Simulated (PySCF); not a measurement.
An unknown is described by computed data only.

Formula: C6H14F3P.

| Property | Result |
| --- | --- |
| 13C NMR | chemical shifts (computed TMS as zero) by class: 144.4 (1 C), 30.5 (1 C), 26.6 (1 C), 21.8 (1 C), 17.5 (1 C), 9.9 (1 C) ppm [GIAO PBE0/pcSseg-1] |
| NMR, other nuclei | isotropic shieldings of nuclei other than C and H, by class: 265 (3 F), 453 (1 P) ppm [GIAO PBE0/pcSseg-1] |
| Rotational structure | rotational constants A, B, C: 1.383, 0.966, 0.813 GHz [GFN2-xTB] |
| Dipole | 3.40 D [PBE0/pcSseg-1] |
| 1H NMR | chemical shifts (computed TMS as zero) by class: 2.33 (1 H), 1.76 (3 H), 1.67 (3 H), 1.52 (3 H), 1.40 (1 H), 0.45 (3 H) ppm [GIAO PBE0/pcSseg-1] |

Electronic properties: PySCF, gas phase, density fitting. Levels stand in brackets. Isolated species at its GFN2-xTB geometry, gas phase. GFN2-xTB frequencies show an imaginary mode (60i cm⁻¹), so this geometry is no minimum at that level. NMR values are class means; diastereotopic atoms form classes of their own.

Question: Give a SMILES that accounts for the data.

Answer: Numbering: `[CH3:1][CH2:2][P:3]([CH3:4])([CH3:5])([CH3:6])[C:7]([F:8])([F:9])[F:10]`. 6 carbons fall into 6 classes; from least to most shielded: CF3 carbon [C7] (144.4 ppm), sp3 carbon bound to phosphorus [C2] (30.5 ppm), sp3 carbon bound to phosphorus [C5] (26.6 ppm), sp3 carbon bound to phosphorus [C4] (21.8 ppm), sp3 carbon bound to phosphorus [C6] (17.5 ppm), methyl carbon [C1] (9.9 ppm). Hydrogen classes from least to most shielded: 1 H on an sp3 carbon bound to phosphorus, C2 (2.33 ppm), 3 H on an sp3 carbon bound to phosphorus, C4 (1.76 ppm), 3 H on an sp3 carbon bound to phosphorus, C6 (1.67 ppm, a mean of values up to 1.8 ppm apart in this geometry), 3 H on a methyl carbon, C1 (1.52 ppm, a mean of values up to 0.6 ppm apart in this geometry), 1 H on an sp3 carbon bound to phosphorus, C2 (1.40 ppm), 3 H on an sp3 carbon bound to phosphorus, C5 (0.45 ppm, a mean of values up to 0.6 ppm apart in this geometry). The other shieldings belong to: 265 ppm, fluorine of a CF3 group [F8/F9/F10]; 453 ppm, phosphorus bonded to 5 C [P3]. The optimised geometry has point group C1 and is an asymmetric top. Structure: `CCP(C)(C)(C)C(F)(F)F`. The assignments are read from this structure; whether some other isomer fits the data as well wasn't checked.

The values belong to the conformer `[CH3:1][CH2:2][P:3]([CH3:4])([CH3:5])([CH3:6])[C:7]([F:8])([F:9])[F:10]`: C1–C2–P3–C4 177°, C2–P3–C7–F8 62°.
